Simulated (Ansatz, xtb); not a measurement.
# Relative energy of two structures of GeO2S

We compare X, a singlet given by its coordinates, with Y, `[O]1S[O][Ge]1`, a singlet. Both are isolated molecules in the gas phase, relaxed with PBE0-D3(BJ)/pcseg-1.

X (Å):

| atom | x (Å) | y (Å) | z (Å) |
| --- | --- | --- | --- |
| Ge | 0.0281 | 1.5980 | -0.2450 |
| O | -0.2453 | -1.3619 | 0.7347 |
| O | -0.7602 | 0.3050 | -1.2788 |
| S | 0.4083 | -0.7061 | -0.4424 |

Close contacts (Å): Ge1–O3 1.83, Ge1–S4 2.34, O2–S4 1.50, O3–S4 1.76.

Y (Å):

```csv
atom,x (Å),y (Å),z (Å)
Ge,-0.5219,0.8295,0.9325
O,1.1873,0.5752,0.1796
O,-0.8988,-0.1580,-0.6282
S,0.6773,-0.2873,-1.1509
```

Energies in hartree; the thermal terms are from PBE0-D3(BJ)/pcseg-1 harmonic frequencies (ideal gas, rigid rotor, one conformer each, 298.15 K, 1 atm) and include the zero-point energy:

|  | X | Y |
| --- | --- | --- |
| E, CCSD(T)/def2-TZVPP | −2623.568455 | −2623.591845 |
| zero-point energy | 0.007359 | 0.007777 |
| H(298 K) − E | 0.012828 | 0.012798 |
| G(298 K) − E | −0.021679 | −0.019921 |

**Question.** Work out ΔE, ΔE₀, ΔH and ΔG for X → Y in kJ/mol (1 Eh = 2625.50 kJ/mol) and the equilibrium ratio [Y]/[X].

**Answer.** 1. ΔE = −2623.591845 − (−2623.568455) = −0.023390 Eh = −61.41 kJ/mol.
2. ΔE₀ = ΔE + ΔZPE = −0.023390 + (+0.000418) Eh = −60.31 kJ/mol.
3. ΔH = ΔE + (−0.000030) Eh = −61.49 kJ/mol.
4. ΔG = ΔE + (+0.001758) Eh = −56.79 kJ/mol, so ΔS = (ΔH − ΔG)/T = −15.7 J/(mol K).
5. kT = 0.9442 mEh, so K = [Y]/[X] = exp(−ΔG/kT) = exp(+22.91) ≈ 8.9 × 10^9.

Structure Y is favoured at this temperature. An error of 4 kJ/mol in ΔG would change K by a factor of 5. Large T1 diagnostics make the coupled-cluster value less sure. Mirror images and further conformers aren't counted.

Other levels gave ΔE = −53.1 (GFN2-xTB); −451.4 (HF/STO-3G, GFN2-xTB geometries); −79.9 (r2SCAN-D4/def2-SVP, GFN2-xTB geometries); −71.2 (PBE0-D3(BJ)/pcseg-1); −111.3 (HF/def2-TZVPP); −48.3 (MP2/def2-TZVPP) kJ/mol. The correlated steps freeze 16 core orbitals; the filled d shell of Ge is correlated, in a basis made for valence electrons. Programs: Ansatz 0.2.0, xtb 6.7.1.
